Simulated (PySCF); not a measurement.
Estimate the missing entries of this data sheet.

Compound: C6H7Cl.
SMILES: `ClC1=CCC=CC1`

| property | level | value |
| --- | --- | --- |
| point group of the GFN2-xTB geometry | GFN2-xTB | ? |
| rotational constants A, B, C of the GFN2-xTB geometry | GFN2-xTB | 4.999, 1.514, 1.179 GHz |
| dipole moment | PBE0/def2-SVPD | 1.96 D |
| HOMO energy | PBE0/def2-SVPD | ? |
| LUMO energy | PBE0/def2-SVPD | -0.04 eV |
| lowest singlet excitation | TDDFT PBE0/def2-SVPD | ? |
| strongest line among the 8 lowest singlet transitions | TDDFT PBE0/def2-SVPD | ? |
| lowest triplet excitation (Tamm–Dancoff) | TDA PBE0/def2-SVPD | ? |
| static isotropic polarisability | PBE0/def2-SVPD | ? |
| electronic spatial extent ⟨r²⟩ about the centre of nuclear charge | PBE0/def2-SVPD | 959 bohr² |

The electronic properties come from PySCF, for the isolated species, density fitting.

Question: What is the lowest singlet excitation?

Answer: 5.79 eV (214 nm, f = 0.013).

Question: Give the point group of the GFN2-xTB geometry.

Answer: Cs.

Question: The static isotropic polarisability?

Answer: 80.9 au.

Question: What is the strongest line among the 8 lowest singlet transitions?

Answer: S6 at 6.99 eV (177 nm, f = 0.206).

Question: The HOMO energy?

Answer: -6.91 eV.

Question: Give the lowest triplet excitation (Tamm–Dancoff).

Answer: 4.15 eV.

The principal polarisabilities are 56.1, 82.3 and 104.5 au; their mean is the isotropic value. The vertical singlet–triplet gap S1 − T1 is 1.64 eV (TDDFT singlet less Tamm–Dancoff triplet; S1: HOMO→LUMO, weight 0.93; T1: HOMO→LUMO, weight 0.72). A dipole of 1.96 D is allowed in Cs, and pure rotational transitions are dipole-allowed. The polarisability is 11.99 Å³ as a volume (1 au = 0.148185 Å³), or 1.35 au for each of the 60 electrons. The 8 singlets span 5.79 to 7.23 eV, and their oscillator strengths add up to 0.23. No computed singlet falls in the visible range (750 to 380 nm, 1.65 to 3.26 eV); S1 lies 2.53 eV above its blue end.
